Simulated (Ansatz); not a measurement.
A run on CH2ClFOSi (`F[Si@H]1O[C@@H]1Cl`) with other settings.

```yaml
crystal:
  periodic: [false, false, false]
  atoms:
    - {symbol: F, position_ang: [-1.129632, -1.513330, 1.223860]}
    - {symbol: Si, position_ang: [-0.207916, -0.292294, 0.827587]}
    - {symbol: O, position_ang: [1.051985, -0.596743, -0.185614]}
    - {symbol: C, position_ang: [0.055366, 0.226651, -0.872879]}
    - {symbol: Cl, position_ang: [0.629841, 1.830434, -1.301128]}
    - {symbol: H, position_ang: [0.010492, 0.538591, 2.016446]}
    - {symbol: H, position_ang: [-0.348935, -0.261409, -1.754073]}
basis:
  gaussian: {orbitals: def2-TZVP, nuclear_model: gaussian}
magnetization: {spin_polarized: true, initial_magnetization: 2}
hamiltonian: {xc: {name: LC-wPBE}}
accuracy: high
output: {forces: true}
```

```sh
$ ansatz run in.yaml --threads 2 --pin off --events-out ev --progress --plain --max-ram 4352MiB
```

Output, abridged:

```
Functional definition: LC-wPBE
3090 factors; integrals over basis functions are off by at most 5.1e-9 eV
600 factors; integrals over basis functions are off by at most 2.5e-9 eV
mean field evaluation 1: about -26217.9913 eV, gradient 3.7e1 eV
mean field evaluation 2: about -26215.6635 eV, gradient 4.8e1 eV
mean field evaluation 4: about -26222.7232 eV, gradient 2.9e0 eV
mean field evaluation 8: about -26222.9372 eV, gradient 8.5e-1 eV
mean field evaluation 16: about -26223.1348 eV, gradient 7.6e-3 eV
mean field -26223.13477054 eV, -963.6824281382 hartree, gradient 9.6e-8 eV, S^2 2.007744; 4 other end points of the search recorded, 0 dependent functions left out
reference -26223.13477054 eV, -963.6824281382 hartree; 29, 27 occupied and 150, 152 virtual orbitals, 3090 factors
Total energy: -26223.13477054 eV, -963.6824281382 hartree
Atom 0 at    -1.129632    -1.513330     1.223860 Å, force     0.583969    -1.930728     0.172498 eV/Å
Atom 1 at    -0.207916    -0.292294     0.827587 Å, force    -4.215024     0.967243     6.556068 eV/Å
Atom 2 at     1.051985    -0.596743    -0.185614 Å, force    -2.256971     1.249543    -1.151815 eV/Å
Atom 3 at     0.055366     0.226651    -0.872879 Å, force     5.982528     1.297118    -6.683118 eV/Å
Atom 4 at     0.629841     1.830434    -1.301128 Å, force    -0.679167    -1.142771     0.614129 eV/Å
Atom 5 at     0.010492     0.538591     2.016446 Å, force     1.300116    -0.292077     0.300989 eV/Å
Atom 6 at    -0.348935    -0.261409    -1.754073 Å, force    -0.715451    -0.148330     0.191248 eV/Å
Dipole moment:     0.258442     0.117755    -0.536818 e Å
```

Hardware: 2 threads of an Arm Neoverse V1 on a shared host. Wall time 29 s, peak host memory 1 GiB.
